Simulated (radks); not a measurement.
Excited configurations of In: one electron is placed in a higher orbital outside [Kr] 4d10 5s2. The ground configuration is [Kr] 4d10 5s2 5p1. Method: scalar-relativistic Kohn-Sham, PBE, spin-polarised, spherical densities, point nucleus; open shells are filled with parallel spins first (spin-orbit coupling, left out, can overturn this in heavy ions); computed with a radial shooting solver on a logarithmic mesh with Libxc functionals. Excitation = E - E(ground); binding = E(ion) - E, where the ion is the core of charge +1; n* = 1/sqrt(2 binding) in atomic units, and the quantum defect is n - n*.

outer orbital  excitation (eV)  binding (eV)  quantum defect  <r> (bohr)
4f                       4.556         0.967           0.249       16.64
5d                       3.772         1.751           2.212       9.275
6s                       2.623         2.900           3.834       7.595
6d                       4.397         1.126           2.523       17.42
7s                       4.017         1.506           3.994       15.03
7p                       4.362         1.161           3.576       18.61
7d                       4.771         0.752           2.747       28.13

The Delta-SCF ionisation energy is 5.523 eV (NIST Atomic Spectra Database: 5.786 eV, measured). Self-interaction in the functional shifts the binding energies and quantum defects, so they are the method's values and not measured ones. Open shells are spherical and high-spin; term and fine-structure splittings are not resolved. Spin-orbit splitting is averaged out at the scalar-relativistic level.
